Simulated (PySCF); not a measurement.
## As²⁺ (arsenic, charge +2) across methods

[Ar] 3d10 4s2 4d1, 2D determinant (an excited configuration). All numbers are calculated (PySCF 2.14, scalar relativity through the core potential, in aug-cc-pVDZ-PP with ECP10MDF).

| method | E (hartree) | mean ε 4s α (eV) | mean ε 4s β (eV) | mean ε 4d α (eV) | Σ⟨r²⟩ (bohr²) | ⟨S²⟩ |
| --- | --- | --- | --- | --- | --- | --- |
| wB97M-V | -330.6951 | -39.600 | -39.281 | -14.247 | 28.19 | 0.750 |
| wB97X | -330.9184 | -39.716 | -39.534 | -14.323 | 28.09 | 0.750 |
| MN15 | -331.3043 | -37.336 | -36.945 | -13.113 | 27.99 | 0.750 |
| LC-wPBE | -330.9031 | -40.167 | -39.800 | -14.649 | 28.04 | 0.750 |
| UHF | -329.68830 | -39.873 | -39.448 | -13.806 | 29.20 | 0.750 |
| PBE | -330.8961 | -35.949 | -35.536 | -12.381 | 28.04 | 0.750 |
| r2SCAN | -330.7477 | -36.142 | -36.081 | -12.388 | 28.07 | 0.751 |
| PBE0 | -330.8496 | -37.152 | -36.757 | -12.880 | 28.23 | 0.750 |

**Question.** Estimate the same row for LDA.

**Answer.** E (hartree) = -330.3648; mean ε 4s α (eV) = -36.458; mean ε 4s β (eV) = -36.034; mean ε 4d α (eV) = -12.159; Σ⟨r²⟩ (bohr²) = 28.07; ⟨S²⟩ = 0.750.

Energies and moments cover only the electrons outside the core potential. The outer electron is Rydberg-like, and this basis confines it to a smaller radius and binds it less than a complete one would.
